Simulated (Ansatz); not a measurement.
`O[SiH2]SS` + `[OH][GeH2][OH]` → `O[SiH2][O][GeH2][OH]` + `SS`  (ligand exchange at the Si–S bond)

Isolated molecules relaxed with PBE0-D4/def2-TZVP in Ansatz; ΔE leaves out vibrations. CCSD(T)/CBS adds triple-zeta CCSD(T) − MP2 to the extrapolated MP2 energy (def2 sets, frozen cores). This one scheme is used for every species. DFT in def2-TZVPP. B3LYP here is the variant with VWN-RPA as its local correlation; programs differ in this. For Ge outer-core shells are correlated without core-valence functions, which leaves a few kJ/mol of doubt a bond. Scalar relativity is left out up to krypton. Each species was taken in one conformer, which may not be the lowest.

```csv
level,ΔE (kJ/mol)
ωB97X-V,-61.2
B2PLYP,-64.5
PBE,-44.8
r2SCAN,-55.8
B3LYP,-64.9
HF/def2-TZVPP,-85.3
CCSD/def2-TZVPP,-68.8
CCSD/CBS(def2),-64.8
```

What does CCSD(T)/CBS give? (An estimate is asked.)

Ansatz gave: -60.2 kJ/mol. The listed levels differ from it by -1.0, -4.3, 15.4, 4.4, -4.7, -25.1, -8.6, -4.6 kJ/mol.

Largest T1 diagnostic among the species: 0.012.

The D4 term adds +4.0 kJ/mol with B3LYP and +1.8 kJ/mol with PBE0; it sums over pairs of atoms, weighted by their polarisabilities, and B3LYP, whose exchange is more repulsive, gets the larger term. In def2-TZVPP, CCSD(T) changes the Hartree–Fock value by +21.1 kJ/mol (the triples alone add +4.6 kJ/mol) and MP2 by +25.4 kJ/mol.
